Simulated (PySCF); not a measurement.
C₅H₅F, SMILES C=C=C/C=C/F. Heavy atoms are numbered as in [CH2:1]=[C:2]=[CH:3]/[CH:4]=[CH:5]/[F:6]. Hydrogens are named by the atom that carries them.

The structure is a stationary point at B3LYP-D3(BJ)/def2-SVP. The structure was generated by enumeration; whether it is a known compound was not checked. One conformer was computed; it need not be the lowest.

Level of theory: PBE0/pcSseg-1 in PySCF.

GIAO shieldings, no solvent; atoms alike by connectivity are averaged. δ = σ(ref) − σ: ¹³C against TMS (σ = 186.3 ppm); ¹⁹F against CFCl3 (σ = 167.2 ppm); ¹H against TMS (σ = 31.56 ppm), references at their B3LYP-D3(BJ)/def2-TZVP geometries, non-relativistic.

```
nucleus     atoms  count  δ (ppm)
-------  --------  -----  -------
¹³C            C2      1    226.5
¹³C       C5 (CH)      1    167.1
¹³C       C4 (CH)      1    111.7
¹³C       C3 (CH)      1     92.1
¹³C      C1 (CH2)      1     85.8
¹⁹F            F6      1   -121.1
¹H        H on C5      1     7.53
¹H        H on C3      1     5.84
¹H        H on C1      2     5.64
¹H        H on C4      1     5.62
```
